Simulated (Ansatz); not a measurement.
One geometry of the cluster Pt2Au, several levels of theory.

```yaml
crystal:
  periodic: [false, false, false]
  atoms:
    - {symbol: Pt, position_ang: [0.227146, -0.261279, 1.416043]}
    - {symbol: Pt, position_ang: [-1.177687, 0.781834, -0.356115]}
    - {symbol: Au, position_ang: [0.950541, -0.520565, -1.059938]}
basis:
  gaussian: {orbitals: def2-TZVP, initial_orbitals: start.molden}
magnetization: {spin_polarized: true, initial_magnetization: 1}
correlation: {method: ccsd_t}
scf: {omitted_lower_state_checks: [starts, cluster_reference]}
output: {orbitals: {seedname: orbitals}}
```

The file start.molden holds the orbitals of an earlier run on this structure, at another level or in another basis.

```sh
$ ansatz run in.yaml --threads 4 --pin off --events-out ev --progress --plain --max-ram 3916MiB
```

Shortened log:

```
Functional definition: HF
1128 factors; integrals over basis functions are off by at most 2.2e-4 eV
mean field evaluation 1: about -10110.3271 eV, gradient 1.6e1 eV
mean field evaluation 2: about -10111.5541 eV, gradient 1.3e0 eV
mean field evaluation 4: about -10112.2117 eV, gradient 1.8e0 eV
mean field evaluation 8: about -10112.2515 eV, gradient 5.5e-2 eV
mean field evaluation 16: about -10112.2516 eV, gradient 2.8e-6 eV
mean field -10112.25157176 eV, -371.6183909319 hartree, gradient 2.8e-6 eV, S^2 1.082299; 0 other end points of the search recorded, 0 dependent functions left out
reference -10112.25157176 eV, -371.6183909319 hartree; 28, 27 occupied and 92, 93 virtual orbitals, 1128 factors
second order -35.00285550 eV of doubles, -0.00000000 eV of singles
cycle   1  -30.05777063 eV  change     4.9e0 eV  update   2.5e-1
cycle   2  -31.64203013 eV  change    -1.6e0 eV  update   1.0e-1
cycle   3  -31.94543875 eV  change   -3.0e-1 eV  update   6.0e-2
cycle   4  -31.95628134 eV  change   -1.1e-2 eV  update   3.6e-2
cycle   5  -31.94628938 eV  change    1.0e-2 eV  update   2.4e-2
cycle   6  -31.99818044 eV  change   -5.2e-2 eV  update   1.5e-2
cycle   7  -32.00974763 eV  change   -1.2e-2 eV  update   1.0e-2
cycle   8  -32.00971695 eV  change    3.1e-5 eV  update   6.7e-3
cycle   9  -32.01503295 eV  change   -5.3e-3 eV  update   4.9e-3
cycle  10  -32.01650357 eV  change   -1.5e-3 eV  update   3.0e-3
cycle  11  -32.01290577 eV  change    3.6e-3 eV  update   2.0e-3
cycle  12  -32.01645313 eV  change   -3.5e-3 eV  update   1.5e-3
cycle  13  -32.01487625 eV  change    1.6e-3 eV  update   1.2e-3
cycle  14  -32.01684103 eV  change   -2.0e-3 eV  update   9.1e-4
cycle  15  -32.01714121 eV  change   -3.0e-4 eV  update   6.3e-4
cycle  16  -32.01719244 eV  change   -5.1e-5 eV  update   4.8e-4
cycle  17  -32.01716749 eV  change    2.5e-5 eV  update   4.0e-4
cycle  18  -32.01723282 eV  change   -6.5e-5 eV  update   3.4e-4
cycle  19  -32.01725211 eV  change   -1.9e-5 eV  update   2.9e-4
cycle  20  -32.01729799 eV  change   -4.6e-5 eV  update   2.3e-4
cycle  21  -32.01744616 eV  change   -1.5e-4 eV  update   1.8e-4
cycle  22  -32.01744832 eV  change   -2.2e-6 eV  update   1.3e-4
cycle  23  -32.01750648 eV  change   -5.8e-5 eV  update   1.0e-4
cycle  24  -32.01748139 eV  change    2.5e-5 eV  update   7.5e-5
cycle  25  -32.01750173 eV  change   -2.0e-5 eV  update   5.9e-5
perturbative correction -1.19077236 eV, -0.0437600772 hartree
Total energy: -10145.45984586 eV, -372.8387724956 hartree
Checks for a lower state left out: starts, cluster_reference
```

Run time 72 s (4 threads of Arm Neoverse V2 on a shared host), peak host memory 1.8 GiB.

First input, but with `gaussian: {orbitals: def2-TZVPD, initial_orbitals: start.molden}`, `hamiltonian: {xc: r2scan, dispersion: d4}`, `scf: {omitted_lower_state_checks: [starts]}` and without the key `correlation` (abridged; 31 s):

```
Functional definition: r2SCAN
mean field evaluation 16: about -10192.7686 eV, gradient 1.1e-1 eV
mean field evaluation 32: about -10192.7697 eV, gradient 1.2e-5 eV
mean field -10192.76972508 eV, -374.5773784892 hartree, gradient 3.9e-6 eV, S^2 0.825239; 1 other end points of the search recorded, 0 dependent functions left out
Total energy: -10192.79344160 eV, -374.5782500551 hartree
Checks for a lower state left out: starts
```

The first input with `hamiltonian: {xc: hf}`, `scf: {omitted_lower_state_checks: [starts]}` and without the key `correlation` (abridged; 1.9 s):

```
Functional definition: HF
mean field evaluation 16: about -10112.2516 eV, gradient 1.6e-5 eV
mean field -10112.25157176 eV, -371.6183909319 hartree, gradient 8.7e-6 eV, S^2 1.082301
Total energy: -10112.25157176 eV, -371.6183909319 hartree
Checks for a lower state left out: starts
```

The first input with `hamiltonian: {xc: pbe0, dispersion: d4}` and without the key `correlation`, `scf` (abridged; 12 s):

```
Functional definition: PBE0
mean field evaluation 16: about -10187.4470 eV, gradient 1.0e0 eV
mean field evaluation 32: about -10187.6446 eV, gradient 9.5e-3 eV
mean field evaluation 64: about -10187.6323 eV, gradient 9.8e-1 eV
mean field -10187.64463575 eV, -374.3890349303 hartree, gradient 2.5e-6 eV, S^2 0.780218; 6 other end points of the search recorded, 0 dependent functions left out
Total energy: -10187.76595521 eV, -374.3934933381 hartree
```

The first input with `hamiltonian: {xc: pbe, dispersion: d4}`, `scf: {omitted_lower_state_checks: [starts]}`, `output: {forces: true, orbitals: {seedname: orbitals}}` and without the key `correlation` (abridged; 16 s):

```
Functional definition: PBE
mean field evaluation 16: about -10192.2571 eV, gradient 4.0e-2 eV
mean field -10192.25845125 eV, -374.5585895225 hartree, gradient 8.7e-6 eV, S^2 0.753891; 1 other end points of the search recorded, 0 dependent functions left out
Total energy: -10192.40183484 eV, -374.5638587724 hartree
Atom 0 force    -0.055292     0.022084     0.161621 eV/Å
Atom 1 force    -0.139466     0.084578     0.055514 eV/Å
Atom 2 force     0.194758    -0.106662    -0.217135 eV/Å
Dipole moment:     0.088678    -0.006004    -0.073831 e Å
Checks for a lower state left out: starts
```

As the first input, with `hamiltonian: {xc: pbe}`, `correlation: {method: rpa}`, `scf: {omitted_lower_state_checks: [starts]}` and without the key `output` (abridged; 9 s):

```
Functional definition: PBE
mean field evaluation 16: about -10192.2558 eV, gradient 7.4e-2 eV
mean field -10192.25844514 eV, -374.5585892978 hartree, gradient 2.5e-6 eV, S^2 0.753891; 1 other end points of the search recorded, 0 dependent functions left out
Total energy: -10155.28112445 eV, -373.1996978268 hartree
Checks for a lower state left out: starts
```

As the first input, with `hamiltonian: {xc: {name: BLYP}, dispersion: d4}`, `scf: {omitted_lower_state_checks: [starts]}` and without the key `correlation` (abridged; 12 s):

```
Functional definition: BLYP
mean field evaluation 16: about -10187.6508 eV, gradient 8.4e-1 eV
mean field evaluation 32: about -10187.6568 eV, gradient 2.4e-5 eV
mean field -10187.65680838 eV, -374.3894822662 hartree, gradient 2.4e-6 eV, S^2 0.753624; 1 other end points of the search recorded, 0 dependent functions left out
Total energy: -10187.94525009 eV, -374.4000823033 hartree
Checks for a lower state left out: starts
```

Geometry: PBE0-D4/def2-TZVP.

In the def2 sets Au, Pt take a core potential; there is no spin–orbit coupling. Correlated methods freeze no core orbitals; core or outer-core shells of Pt, Au are correlated, in sets that lack core-valence functions. At CCSD(T)/def2-TZVP, r2SCAN-D4/def2-TZVPD, HF/def2-TZVP the charge 0 doublet is spin-contaminated (final ⟨S²⟩ up to 1.08, 0.75 for a pure state). The structure comes from a short search, and lower isomers may exist.
